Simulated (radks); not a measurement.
Values are calculated unless marked as measured or tabulated.
Neutral lanthanum inside a hard spherical wall (all orbitals vanish at R), configuration held at [Xe] 5d1 6s2 and not refilled when levels cross. Code: a radial shooting solver on a logarithmic mesh with Libxc functionals. Model: scalar-relativistic Kohn-Sham, PBEsol, spin-unpolarised, spherical densities, point nucleus. Eigenvalues in eV, with the zero of energy where the potential of the charges vanishes at infinity; a dash marks a level that is unbound or too diffuse for the functional's potential to be trusted. A positive occupied level is held by the wall or, in an anion where self-interaction has pushed it up, behind a barrier. The pressure on the wall is -dE/dV.

R (bohr)	E (hartree)	kinetic (hartree)	e(5s)	e(5p)	e(6s)	e(5d)	e(6p, empty)	e(7s, empty)	pressure (GPa)
free	-8490.0045	8980.182	-38.948	-22.399	-3.705	-3.103	-1.339	-	0
20	-8490.0045	8980.182	-38.948	-22.399	-3.705	-3.103	-1.338	0.056	< 0.0001
12	-8490.0039	8980.187	-38.904	-22.356	-3.672	-3.065	-1.234	1.345	0.00872
10	-8490.0007	8980.214	-38.737	-22.192	-3.538	-2.925	-0.955	2.951	0.0846
8	-8489.9796	8980.343	-38.091	-21.566	-2.942	-2.382	0.077	7.076	0.849
7	-8489.9413	8980.533	-37.332	-20.838	-2.099	-1.720	1.416	11.518	2.82
6	-8489.8424	8980.957	-36.019	-19.596	-0.270	-0.483	4.163	19.636	10.1
5	-8489.5680	8982.030	-33.702	-17.427	4.047	2.001	10.267	35.715	42.4
4	-8488.6660	8985.478	-28.947	-12.837	15.991	7.999	25.803	71.851	240
